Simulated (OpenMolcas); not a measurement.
Nd: input and output

Input:

```
&GATEWAY
Coord
1

Nd 0.0 0.0 0.0
Basis=ANO-RCC-VDZP
Group=XYZ
NoMove
AngMom=0.0 0.0 0.0
AMFI
&SEWARD
&RASSCF
FileOrb=start.orb
Symmetry=1
Spin=5
nActEl=4 0 0
Inactive=16 12
Ras2=0 7
CIRoot=35 35 1
SDav=35
CIMx=300
Iter=120 100
PrWF=0.3
OrbListing=Nothing
MaxOrb=0
Atom
>>> COPY $Project.JobIph JOB001
&RASSCF
FileOrb=start.orb
Symmetry=1
Spin=3
nActEl=4 0 0
Inactive=16 12
Ras2=0 7
CIRoot=210 210 1
SDav=210
CIMx=300
Iter=120 100
PrWF=0.3
OrbListing=Nothing
MaxOrb=0
Atom
>>> COPY $Project.JobIph JOB002
&RASSCF
FileOrb=start.orb
Symmetry=1
Spin=1
nActEl=4 0 0
Inactive=16 12
Ras2=0 7
CIRoot=196 196 1
SDav=196
CIMx=300
Iter=120 100
PrWF=0.3
OrbListing=Nothing
MaxOrb=0
Atom
>>> COPY $Project.JobIph JOB003
&RASSI
NrOfJobIphs=3 35 117 75
1 2 3 4 5 6 7 8 9 10 11 12 13 14 15 16 17 18 19 20 21 22 23 24 25 26 27
28 29 30 31 32 33 34 35
1 2 3 4 5 6 7 8 9 10 11 12 13 14 15 16 17 18 19 20 21 22 23 24 25 26 27
28 29 30 31 32 33 34 35 36 37 38 39 40 41 42 43 44 45 46 47 48 49 50 51
52 53 54 55 56 57 58 59 60 61 62 63 64 65 66 67 68 69 70 71 72 73 74 75
76 77 78 79 80 81 82 83 84 85 86 87 88 89 90 91 92 93 94 95 96 97 98 99
100 101 102 103 104 105 106 107 108 109 110 111 112 113 114 115 116 117
1 2 3 4 5 6 7 8 9 10 11 12 13 14 15 16 17 18 19 20 21 22 23 24 25 26 27
28 29 30 31 32 33 34 35 36 37 38 39 40 41 42 43 44 45 46 47 48 49 50 51
52 53 54 55 56 57 58 59 60 61 62 63 64 65 66 67 68 69 70 71 72 73 74 75
IphNames
JOB001
JOB002
JOB003
EJob
SpinOrbit
DIPRint=1.0
SOCoupling=1000.0
Subsets=2
Property=9
'ANGMOM' 1 'ANGMOM' 2 'ANGMOM' 3 'MLTPL  1' 1 'MLTPL  1' 2 'MLTPL  1' 3
'AMFI' 1 'AMFI' 2 'AMFI' 3
SOProperty=3
'ANGMOM' 1 'ANGMOM' 2 'ANGMOM' 3
```

Launched by
```bash
OMP_NUM_THREADS=1 MOLCAS_MEM=2252 MOLCAS_PROJECT=a pymolcas a.inp > a.log  # once for each step of the input, in one work folder
```

A driver script runs the steps one by one and writes start.orb anew before each from the orbitals found so far.

Output, cut to the results:

```
--- SEWARD ---
Basis set label: ND.ANO-RCC...7S6P4D2F1G.

      Electronic valence basis set:
      ------------------
      Associated Effective Charge  60.000000 au
      Associated Actual Charge     60.000000 au
      Nuclear Model: Point charge

      Shell  nPrim  nBasis  Cartesian Spherical Contaminant
         s      25       7        X
         p      22       6        X
         d      15       4                 X
         f      11       2                 X
         g       4       1                 X
                  Relativistic Douglas-Kroll-Hess integrals:
                    - DKH order of Hamiltonian: 2
                    - DKH order of Properties : 0
                  Atomic mean-field integrals
--- RASSCF ---
Wave function specifications:
      -----------------------------

      Number of closed shell electrons          56
      Number of electrons in active shells       4
      Max number of holes in RAS1 space          0
      Max nr of electrons in RAS3 space          0
      Number of inactive orbitals               28
      Number of active orbitals                  7
      Number of secondary orbitals              33
      Spin quantum number                      2.0
      State symmetry                             1
Orbital specifications:
      -----------------------

      Symmetry species                           1   2
                                                ag  au
      Frozen orbitals                            0   0
      Inactive orbitals                         16  12
      Active orbitals                            0   7
      RAS1 orbitals                              0   0
      RAS2 orbitals                              0   7
      RAS3 orbitals                              0   0
      Secondary orbitals                        20  13
      Deleted orbitals                           0   0
      Number of basis functions                 36  32
      Number of CSFs                            35
      Number of root(s) required                35
      Iter CI   SX   CI       RASSCF       Energy    max ROT     max BLB   max BLB  Level Ln srch  Step   QN
          iter iter root      energy       change     param      element    value   shift minimum  type update
 Nr of preliminary CI iterations:   1
      Total energies have been shifted. Add                -9000.00 au
        1   1    7    0  -615.92255174    0.00E+00   6.43E-02   11  24 2  6.73E-02*  0.09   0.00    SX    NO
        2   1    7    0  -615.92777073   -5.22E-03*  5.36E-02   10  23 1 -6.46E-02*  0.10   0.00    SX    NO
        3   1    7    0  -615.93259596   -4.83E-03*  4.37E-02   11  24 1  5.11E-02*  0.09   0.00    SX    NO
        4   1    7    0  -615.93427761   -1.68E-03* -3.75E-02   14  27 1 -4.31E-02*  0.10   0.00    SX    NO
        5   1    6    0  -615.93627531   -2.00E-03*  1.54E-02   14  27 1  3.61E-02*  0.09   0.55    LS   YES
        6   1    6    0  -615.93998226   -3.71E-03*  1.77E-03   11  24 1  3.82E-03*  0.10   1.09    QN   YES
        7   1    5    0  -615.94001395   -3.17E-05* -6.49E-04   16  17 1 -6.03E-04*  0.10   1.07    QN   YES
        8   1    5    0  -615.94001452   -5.68E-07* -2.62E-04   16  17 1 -2.06E-04*  0.10   1.40    LS   YES
        9   1    5    0  -615.94001457   -5.13E-08*  8.79E-05   12  25 2 -1.19E-04*  0.10   1.00    QN   YES
       10   1    4    0  -615.94001461   -3.75E-08*  2.40E-05   10  23 2 -2.77E-05   0.10   1.26    QN   YES
       11   1    3    0  -615.94001461   -1.96E-09   9.38E-07   10  20 2  1.06E-06   0.10   1.02    QN   YES
      Convergence after 11 iterations
       12   1    3    0  -615.94001461   -2.18E-11   9.38E-07   14  27 2 -1.68E-07   0.10   1.02    QN   YES
      Natural orbitals and occupation numbers for root  1
      sym 2:   0.817040   0.212179   0.275641   0.710246   0.325763   0.884738   0.774393
      Natural orbitals and occupation numbers for root  2
      sym 2:   0.939165   0.752393   0.245741   0.589061   0.783384   0.430344   0.259912
      Natural orbitals and occupation numbers for root  3
      sym 2:   0.850069   0.340446   0.883010   0.190190   0.647236   0.387152   0.701897
::    RASSCF root number  1 Total energy:  -9616.00048593
::    RASSCF root number  2 Total energy:  -9616.00048593
::    RASSCF root number  3 Total energy:  -9616.00048593
::    RASSCF root number  4 Total energy:  -9616.00048593
::    RASSCF root number  5 Total energy:  -9616.00048593
::    RASSCF root number  6 Total energy:  -9616.00048593
...
--- RASSI ---
SPIN-FREE ENERGIES:
  (Shifted by EMIN (a.u.) =      -9616.0004859326)

 SF State       Relative EMIN(au)   Rel lowest level(eV)    D:o, cm**(-1)      L_eff

     1             0.0000000000        0.0000000000              0.0000         6.0
     2             0.0000000000        0.0000000000              0.0000         6.0
     3             0.0000000000        0.0000000000              0.0000         6.0
     4             0.0000000000        0.0000000000              0.0000         6.0
     5             0.0000000000        0.0000000000              0.0000         6.0
     6             0.0000000000        0.0000000000              0.0000         6.0
     7             0.0000000000        0.0000000000              0.0000         6.0
     8             0.0000000000        0.0000000000              0.0000         6.0
     9             0.0000000000        0.0000000000              0.0000         6.0
    10             0.0000000000        0.0000000000              0.0000         6.0
    11             0.0000000000        0.0000000000              0.0000         6.0
    12             0.0000000000        0.0000000000              0.0000         6.0
    13             0.0000000000        0.0000000000              0.0000         6.0
    14             0.0604713222        1.6455085053          13271.9211         3.0
    15             0.0604713222        1.6455085053          13271.9211         3.0
    16             0.0604713222        1.6455085053          13271.9211         3.0
    17             0.0604713222        1.6455085053          13271.9211         2.2
    18             0.0604713222        1.6455085053          13271.9211         2.9
    19             0.0604713222        1.6455085053          13271.9211         2.3
    20             0.0604713222        1.6455085053          13271.9211         3.0
    21             0.0604713222        1.6455085053          13271.9211         2.7
...
```

Levels above the lowest, from the spin-orbit matrix, grouped by J:

| Configuration | Term | J | E (cm⁻¹) | Measured (cm⁻¹) | Term weight % | Second |
| --- | --- | --- | --- | --- | --- | --- |
| 4f⁴ 6s² | ⁵I | 4 | 0.0 | 0.0 | 98 |  |
| 4f⁴ 6s² | ⁵I | 5 | 1175 | 1128 | 99 |  |
| 4f⁴ 6s² | ⁵I | 6 | 2498 | 2367 | 99 |  |
| 4f⁴ 6s² | ⁵I | 7 | 3932 | 3682 | 99 |  |
| 4f⁴ 6s² | ⁵I | 8 | 5447 | 5049 | 98 | 2 ³K |
| 4f⁴ 6s² | ⁵F | 1 | 14439 | 10119 | 97 | 3 ³D |
| 4f⁴ 6s² | ⁵F | 2 | 14851 | 10469 | 96 | 3 ³D |
| 4f⁴ 6s² | ⁵F | 3 | 15531 | 11118 | 97 |  |
| 4f⁴ 6s² | ⁵S | 2 | 16126 |  | 96 | 3 ³P |
| 4f⁴ 6s² | ⁵F | 4 | 16364 | 11866 | 96 | 3 ³G |
| 4f⁴ 6s² | ³K | 6 | 17395 |  | 99 |  |
| 4f⁴ 6s² | ⁵F | 5 | 17453 | 12895 | 96 | 4 ³G |
| 4f⁴ 6s² | ³K | 7 | 18568 |  | 91 | 7 ³L |
| 4f⁴ 6s² | ³K | 8 | 19954 |  | 85 | 8 ³L |
| 4f⁴ 6s² | ³H(1) | 4 | 20317 |  | 66 | 19 ³G |
| 4f⁴ 6s² | ⁵G | 2 | 21523 |  | 95 | 3 ³F(2) |
| 4f⁴ 6s² | ⁵G | 3 | 21575 |  | 62 | 35 ³G |
| 4f⁴ 6s² | ³H(1) | 5 | 22137 |  | 68 | 15 ³G |
| 4f⁴ 6s² | ⁵G | 4 | 23079 |  | 74 | 18 ³H(1) |
| 4f⁴ 6s² | ³G | 3 | 23754 |  | 63 | 35 ⁵G |
| 4f⁴ 6s² | ³L | 7 | 24244 |  | 92 | 8 ³K |
| 4f⁴ 6s² | ⁵G | 5 | 24561 |  | 77 | 20 ³H(1) |
| 4f⁴ 6s² | ³H(1) | 6 | 24577 |  | 73 | 26 ⁵G |
| 4f⁴ 6s² | ³D | 2 | 25111 |  | 65 | 22 ³P |

Against the 9 measured excited levels shown (NIST Handbook of Basic Atomic Spectroscopic Data) the mean absolute deviation is 2600 cm-1; the largest miss in energy is 4f⁴ 6s² ⁵F₅: computed 17453, measured 12895 cm⁻¹ (+35.3 %), and the largest in proportion 4f⁴ 6s² ⁵F₁ (+42.7 %).

High states are left out of the spin-orbit mixing, which shifts the levels that they would mix with. Without dynamic correlation excited terms often stand tens of per cent too high (terms of higher spin than the ground term too low), and those without a measured partner can miss by more than the paired ones. With the s shell closed, the reference lacks s² → p² mixing. Computed and measured levels are paired by configuration, term and J; levels that our copy of the source lacks, or whose pairing is in doubt (as where it misses far off the trend of its configuration), stay unpaired and out of the deviations. Levels of configurations outside the active space are missing. The first state left out of the spin-orbit step lies near 43000 cm-1 above the lowest spin-free state of the reference (among the parities and spins computed), and the list stops at four fifths of that energy or lower. The table shows the lowest 24 of 45 levels.

The RASSCF and RASSI steps took 2.5 min on 1 thread of Arm Neoverse V1, on a shared host; the integral step is not counted.

The term weight is that of the spin-free term in the level, not the purity of its configuration. A number in round brackets counts repeated terms of one configuration in the order of the reference energies.
